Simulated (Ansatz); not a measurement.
Ansatz results at the PBE0-D4/def2-TZVP geometry: size of the dipole moment (B3LYP/def2-TZVPP) 1.01 D; zero-point energy (PBE0-D4/def2-TZVP) 29.1 kJ/mol; ideal-gas entropy at 298 K and 1 bar (rigid rotor, harmonic PBE0-D4/def2-TZVP) 297 J/(mol·K).

**Question.** Which molecule gave them?
A. `C[CH]CF`•
B. `[CH2][Al]([CH3])[F]`•
C. `Cl[SiH]Cl`•
D. `F[SiH](Cl)[SiH]Cl`•

**Answer.** C. The others give `[CH2][Al]([CH3])[F]`•: 1.94, 159.8, 343; `C[CH]CF`•: 1.88, 213.9, 321; `F[SiH](Cl)[SiH]Cl`•: 1.07, 62.1, 382.

B3LYP here is the variant with VWN-RPA as its local correlation; programs differ in this.
